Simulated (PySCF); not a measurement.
# Single point on MgBr⁻

State: ¹Σ⁺ (singlet), closed shell.

An equivalent input (the run itself took its basis sets from the Basis Set Exchange, started from a PBE0 density and held the occupation σ 12α 12β, πx 5α 5β, πy 5α 5β, δx 1α 1β, δy 1α 1β):

```python
from pyscf import gto, dft
mol = gto.M(atom='Mg 0 0 0; Br 0 0 2.683', basis={'Mg': 'aug-pcseg-1', 'Br': 'aug-pcseg-1'},
            charge=-1, spin=0, verbose=4, symmetry='C2v')
mf = dft.UKS(mol, xc='HYB_MGGA_XC_R2SCAN0')
mf.grids.atom_grid = (80, 434)
mf.grids.prune = dft.gen_grid.treutler_prune
mf.irrep_nelec = {'A1': (13, 13), 'A2': (1, 1), 'B1': (5, 5), 'B2': (5, 5)}
mf.conv_tol = 1e-9
mf.max_cycle = 60
mf.diis_space = 10
mf.kernel()
```

The log (some set-up lines and the per-cycle HOMO/LUMO lines removed):

```
******** <class 'pyscf.dft.uks_symm.SymAdaptedUKS'> ********
method = SymAdaptedUKS
damping factor = 0
level_shift factor = 0
DIIS = <class 'pyscf.scf.diis.CDIIS'>
diis_start_cycle = 1
diis_space = 10
diis_damp = 0
SCF conv_tol = 1e-09
SCF conv_tol_grad = None
SCF max_cycles = 60
number electrons alpha = 24  beta = 24
Set gradient conv threshold to 3.16228e-05
init E= -2773.97466822621
cycle= 1 E= -2773.97501370191  delta_E= -0.000345  |g|= 0.00661  |ddm|= 0.0842
cycle= 2 E= -2773.97502129414  delta_E= -7.59e-06  |g|= 0.00554  |ddm|= 0.0281
cycle= 3 E= -2773.97504020127  delta_E= -1.89e-05  |g|= 0.000418  |ddm|= 0.00945
cycle= 4 E= -2773.97504036421  delta_E= -1.63e-07  |g|= 5.45e-05  |ddm|= 0.00323
cycle= 5 E= -2773.97504036796  delta_E= -3.75e-09  |g|= 1.75e-05  |ddm|= 0.000586
cycle= 6 E= -2773.97504036821  delta_E= -2.43e-10  |g|= 2.69e-06  |ddm|= 8.79e-05
Extra cycle  E= -2773.97504036821  delta_E= -8.19e-12  |g|= 2.25e-06  |ddm|= 3.54e-05
converged SCF energy = -2773.97504036821  <S^2> = -2.1316282e-14  2S+1 = 1
```

Repeating this along the bond gives Re = 2.652 Å and ωe = 213 cm⁻¹.

A point of this curve took 0.54 CPU seconds beside 0.24 for the integrals, on Intel Xeon Platinum 8375C @ 2.90GHz (shared host).
